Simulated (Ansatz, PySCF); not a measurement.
Reaction R1 → P1, each structure at its B3LYP-D3(BJ)/def2-TZVP stationary point, reached from a drawn start (curvature not checked).
R1, H2OTi (SMILES [OH][TiH]) (charge 0, multiplicity 3, Z-matrix in Å and degrees):
```
Ti
O 1 1.8159
H 2 0.9584 1 149.43
H 1 1.7719 2 133.93 3 0.02
```
P1, H2OTi (SMILES [O]=[TiH2]) (charge 0, multiplicity 1):
```xyz
4

Ti     0.000     0.000    -0.025
O      0.000     0.000     1.574
H      1.574     0.000    -0.774
H     -1.574     0.000    -0.774
```

P less R. No zero-point or thermal terms; singlets are restricted closed shells; open shells are unrestricted; no spin–orbit coupling. The spin states of the d-block species are the ones drawn and need not be the lowest.

Cores are frozen in the correlated methods.

Run with Ansatz (a first-principles code); PySCF for the D3/D4 terms. No computed number here is a measurement.

```csv
level,reaction energy (kcal/mol)
revPBE/def2-TZVPP,-8.33
revPBE-D3(BJ)/def2-TZVPP,-8.59
B3LYP/def2-TZVPP,4.59
B3LYP-D4/def2-TZVPP,4.21
wB97M-V/def2-TZVPP,7.03
B2PLYP/def2-TZVPP,-3.55
SCS-MP2/def2-QZVPP,-9.74
CCSD(T)/def2-SVP,[?]
CCSD(T)/def2-TZVPP,[?]
```

Task: Some entries are withheld; supply them.

Result: 
- CCSD(T)/def2-SVP, reaction energy (kcal/mol): -1.11
- CCSD(T)/def2-TZVPP, reaction energy (kcal/mol): -0.49
